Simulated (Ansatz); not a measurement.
Input for Ansatz (a program for electronic structure): U-PBE/def2-TZVPP on CdH4Si (SMILES [SiH3][CdH]), a point of a bond scan (R = 1.635 Å). Elements past Kr take the def2 small-core potentials; no spin–orbit coupling.

Ansatz 0.2 input:
```yaml
crystal:
  periodic: [false, false, false]
  atoms:
    - {symbol: Cd, position_ang: [-0.56643322, -0.31054170, -0.07977578]}
    - {symbol: H, position_ang: [-2.04529859, -1.12131577, -0.28805742]}
    - {symbol: Si, position_ang: [1.63488208, 0.89630877, 0.23025485]}
    - {symbol: H, position_ang: [2.31056193, 0.56354885, 1.68196493]}
    - {symbol: H, position_ang: [1.47089364, 2.37203423, 0.15366084]}
    - {symbol: H, position_ang: [2.62571392, 0.51316070, -0.80992508]}
basis:
  gaussian:
    orbitals: def2-TZVPP
hamiltonian:
  xc: {name: PBE}
magnetization: {spin_polarized: true, initial_magnetization: 0}
```

The log:

```
WARN ansatz: RAYON_NUM_THREADS=1 ignored (pool sized by the plan → 1); use --threads N
Functional definition: PBE
integrals: 0.06 GiB planned
906 factors; their error is unknown
mean field: 0.56 GiB planned
mean field evaluation 1: about -12500.5137 eV, gradient 2.2e1 eV
mean field evaluation 2: about -12499.0134 eV, gradient 3.3e1 eV
mean field evaluation 4: about -12503.3045 eV, gradient 9.5e-1 eV
mean field evaluation 8: about -12503.3102 eV, gradient 1.5e-2 eV
mean field evaluation 16: about -12503.2922 eV, gradient 3.5e-5 eV
mean field -12503.29218889 eV, -459.4875129060 hartree, gradient 3.5e-5 eV, S^2 0.000000; 0 other end points of the search recorded, 0 dependent functions left out
reference -12503.29223344 eV, -459.4875145431 hartree; 19, 19 occupied and 135, 135 virtual orbitals, 906 factors
Total energy: -12503.29223344 eV, -459.4875145431 hartree
```

The run converged.

Cost: about 6 core-seconds (a rough figure).
